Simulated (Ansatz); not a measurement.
A nudged elastic band was laid between two geometries of Cl + FH3OSi (7 atoms, charge 0, multiplicity 2).

Computed with Ansatz, UKS PBE-D4/6-31G*.

| Property | Result |
| --- | --- |
| movable images | 9 |
| climbing image | yes |
| spring | 5.0 eV/Å² |
| optimiser | quadratic models (default) |
| start path | through a guess of the saddle point |
| force threshold | 0.03 eV/Å |
| iteration limit | 60 |
| end points | relaxed |

Initial state:

```xyz
7
Properties=species:S:1:pos:R:3
Si -0.008 0.046 0.067
F -0.342 0.782 1.498
H 1.465 -0.050 -0.108
H -0.685 0.927 -0.941
O -0.576 -1.510 0.033
H -1.546 -1.618 0.069
Cl 0.345 -0.594 3.543
```

Final state:

```xyz
7
Properties=species:S:1:pos:R:3
Si 0.127 0.034 0.041
F 0.801 0.385 1.510
H 1.227 0.112 -0.961
H -0.946 1.054 -0.168
O -0.406 -1.531 0.013
H -1.123 -1.722 0.651
Cl -1.027 -0.348 3.076
```

**Question.** What changes between the two ends?

**Answer.** No bond is made or broken.

**Question.** What energy profile does the band end with?

**Answer.** It converged. The highest image is number 1 of 0 to 10, 0.0 kcal/mol above the first end and 1.7 kcal/mol above the last; the last end lies 1.7 kcal/mol below the first. The top lies less than 8 meV above the higher end, about what the thresholds resolve: that end is a shoulder or a very shallow well. A vibrational analysis at the climbing image gives no mode beyond 40i cm⁻¹: the surface is too flat there to confirm a saddle point.

```csv
image,path coordinate (Å),energy (kcal/mol)
0,0.00,0.0
1,0.26,0.0
2,0.53,0.0
3,0.81,-0.1
4,1.08,-0.2
5,1.35,-0.5
6,1.62,-0.7
7,1.90,-1.0
8,2.17,-1.3
9,2.44,-1.6
10,2.71,-1.7
```

**Question.** What is the geometry of the highest image?

**Answer.** 
```xyz
7
Properties=species:S:1:pos:R:3
Si 0.010 0.060 0.045
F -0.243 0.818 1.481
H 1.471 -0.038 -0.214
H -0.723 0.922 -0.940
O -0.552 -1.498 0.070
H -1.514 -1.612 0.189
Cl 0.203 -0.666 3.530
```

Time of the run: 5.1 min on 2 threads of Arm Neoverse V1, with other jobs on the host, peak memory 0.17 GiB.
